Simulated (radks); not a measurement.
Values are calculated unless marked as measured or tabulated.
Species: the sulfur ion S3+. Configuration: [Ne] 3s2 3p1.

Level of theory: non-relativistic Kohn-Sham, LDA (Slater exchange, Perdew-Wang correlation), spin-polarised, spherical densities, point nucleus; open shells are filled with parallel spins first (a radial shooting solver on a logarithmic mesh with Libxc functionals).

Energy parts (hartree):
| part | energy |
|---|---|
| total | -394.20897 |
| kinetic | 393.46201 |
| electron-nucleus | -920.03075 |
| Hartree | 155.38782 |
| exchange-correlation | -23.02806 |

Orbitals (lengths in bohr, moments of r in powers of bohr; <r^-3> diverges for s and p1/2; r(90%) holds 90 % of the orbital's charge):
| orbital | occ. | eigenvalue (hartree) | r(90%) | <r^4> | <r^-3> |
|---|---|---|---|---|---|
| 1s up | 1 | -89.37951 | 0.174 | 0.0004216 | - |
| 1s down | 1 | -89.37131 | 0.174 | 0.0004215 | - |
| 2s up | 1 | -9.23205 | 0.755 | 0.1384 | - |
| 2s down | 1 | -9.22270 | 0.755 | 0.1377 | - |
| 2p up | 3 | -7.29082 | 0.737 | 0.1285 | 80.82 |
| 2p down | 3 | -7.27927 | 0.736 | 0.1277 | 80.83 |
| 3s up | 1 | -1.93886 | 2.25 | 10.86 | - |
| 3s down | 1 | -1.88578 | 2.27 | 11.11 | - |
| 3p up | 1 | -1.50770 | 2.49 | 16.11 | 8.783 |
| 3p down | 0 | -1.45691 | 2.52 | 16.79 | 8.686 |
| 3d up | 0 | -0.90968 | 3.07 | 36.64 | 0.5374 |
| 3d down | 0 | -0.86631 | 3.16 | 40.78 | 0.5226 |
| 4s up | 0 | -0.70270 | 4.93 | 254.6 | - |
| 4s down | 0 | -0.68776 | 5.00 | 270.8 | - |
| 4p up | 0 | -0.57415 | 5.54 | 405.2 | 2.318 |
| 4p down | 0 | -0.56241 | 5.64 | 433.6 | 2.238 |

The highest occupied level is 3p up at -41.027 eV. The density falls to 0.001 e/bohr^3 at r = 3.10 bohr. Spin moment in Bohr magnetons: 1. The spin density at the nucleus is -0.0985 e/bohr^3 (1s -0.1190, 2s -0.0207, 3s 0.0412), a Fermi contact field of -5.17 T. The electron density at the nucleus is 2660 e/bohr^3.
